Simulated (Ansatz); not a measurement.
`CBN[SiH3]` + `C=C(C)C(=O)O` → `CBN[SiH2]C` + `C=CC(=O)O`  (formal exchange of groups at the Si–H bond)

Calculated with Ansatz (gas phase, PBE0-D4/def2-TZVP geometries, no zero-point term in ΔE). CCSD(T)/CBS adds triple-zeta CCSD(T) − MP2 to the extrapolated MP2 energy (def2 sets, frozen cores). DFT in def2-TZVPP. Each species was taken in one conformer, which may not be the lowest.

| level | ΔE (kJ/mol) |
| --- | --- |
| LDA (SPW92) | -27.2 |
| CAM-B3LYP-D4 | -33.6 |
| ωB97X-V | -32.3 |
| B2PLYP | -34.4 |
| PBE0 | -34.1 |
| r2SCANh | -35.1 |
| RPA@PBE/def2-TZVPP | -29.7 |
| HF/def2-SVP | -24.4 |

Problem. What does CCSD(T)/CBS give? (Best estimate.)

Solution. Computed: -35.0 kJ/mol. The listed levels differ from it by 7.8, 1.4, 2.7, 0.6, 0.9, -0.1, 5.3, 10.6 kJ/mol.

Largest T1 diagnostic among the species: 0.015.

Leaving LDA and LC-ωPBE aside and taking each functional with its dispersion term where it has one, the values, not all of them listed here, spread over 3.1 kJ/mol, from B97M-V to ωB97X-V. LDA lies +6.7 kJ/mol from PBE without D4. At CCSD(T), def2-SVP lies +17.1 kJ/mol from the extrapolated value and def2-TZVPP +1.9 kJ/mol.
